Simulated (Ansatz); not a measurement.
Total energies of CHF2GeN (`N#[C][GeH]([F])[F]`).

```
atom    x (Å)    y (Å)    z (Å)
  N1   0.0256  -2.4858   0.2986
  C2   0.0154  -1.3437   0.1607
 Ge3   0.0757   0.5470  -0.1029
  F4  -0.1662   1.2608   1.4331
  F5  -1.2965   0.9519  -1.0411
  H6   1.3461   1.0698  -0.7485
```

The species carries charge 0 and has multiplicity 1. Correlated methods include outer-core shells of Ge, which these sets cover unevenly. Scalar relativity is left out up to krypton. The geometry is a stationary point of PBE0-D4/def2-TZVP. Basis def2-TZVPP, Ansatz.

RPA on PBE orbitals: Hartree–Fock energy of these orbitals -2367.26767 Eh, correlation -1.61563 Eh (frozen core).

| functional | kind | energy without D4 (Eh) | D4 term (kJ/mol) |
| --- | --- | --- | --- |
| LDA (SPW92) | LDA | -2365.11079 | – |
| PBE | GGA | -2369.71754 | -11.1 |
| revPBE | GGA | -2370.07534 | -32.4 |
| BLYP | GGA | -2370.35830 | -24.5 |
| r2SCAN | meta-GGA | -2370.19039 | -2.6 |
| B97M-V | meta-GGA with VV10 | -2369.86541 | – |
| PBE0 | global hybrid, 25 % exact exchange | -2369.76671 | -9.4 |
| B3LYP | global hybrid, 20 % | -2370.37752 | -18.1 |
| r2SCANh | meta-GGA hybrid, 10 % | -2370.16404 | -2.8 |
| r2SCAN0 | meta-GGA hybrid, 25 % | -2370.12632 | -3.1 |
| HSE06 (plane-wave form) | screened hybrid | -2369.75493 | -8.8 |
| BHLYP | global hybrid, 50 % | -2370.18703 | -14.3 |
| CAM-B3LYP | range-separated hybrid | -2370.36872 | -9.6 |
| LC-ωPBE | long-range corrected hybrid | -2369.87950 | – |
| ωB97X-V | range-separated hybrid GGA with VV10 | -2370.04655 | – |
| ωB97M-V | range-separated hybrid meta-GGA with VV10 | -2370.14934 | – |
| B2PLYP | double hybrid | -2369.79894 | – |
| PBE-QIDH | double hybrid | -2369.40770 | – |

B3LYP takes the VWN-RPA correlation (the form of Gaussian; ORCA's B3LYP/G). HSE06 is the plane-wave form, built on full-range PBE exchange. The double hybrids freeze the cores in their second-order part.

LC-ωPBE has ω = 0.4 bohr⁻¹.
